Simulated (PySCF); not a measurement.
C2H7FO2Si, SMILES O[C@H](C)[Si@@H](O)F. Atoms are numbered in the order given.

```xyz
13

C     -1.9496     1.0442     0.1414
C     -0.9029     0.0449     0.5898
O     -1.4698    -1.2559     0.5107
Si     0.6363     0.0579    -0.4826
O      1.5757     1.3559    -0.0862
F      1.4131    -1.3303    -0.1034
H     -2.8508     0.9532     0.7671
H     -2.2492     0.8609    -0.9024
H     -1.5698     2.0738     0.2229
H     -0.6080     0.2892     1.6324
H     -0.7901    -1.8925     0.7617
H      0.3698    -0.0149    -1.9446
H      2.3398     1.5583    -0.6331
```
Charge 0, spin multiplicity 1.

Coordinates come from a PBE0-D3(BJ)/def2-SVP optimisation. The structure was generated by enumeration; whether it is a known compound was not checked. One conformer was computed; it need not be the lowest.

These are B3LYP/def2-TZVP (PySCF) values and carry that method's errors.

The molecule is in vacuum.

```
Quantity                                                                                                        Value
---------------------------------------------------------------------------------------------  ----------------------
total energy                                                                                       -620.50189 hartree
highest occupied level                                                                                       -7.28 eV
lowest empty level                                                                                            0.08 eV
orbital gap                                                                                                   7.36 eV
dipole moment                                                                                               0.393 e·Å
quadrupole, principal values (traceless, Buckingham form, about the centre of nuclear charge)  -4.74, -2.01, 6.75 D·Å
mean static polarisability                                                                       55.6 bohr³ (8.25 Å³)
polarisability, principal values                                                               51.1, 55.3, 60.6 bohr³
```
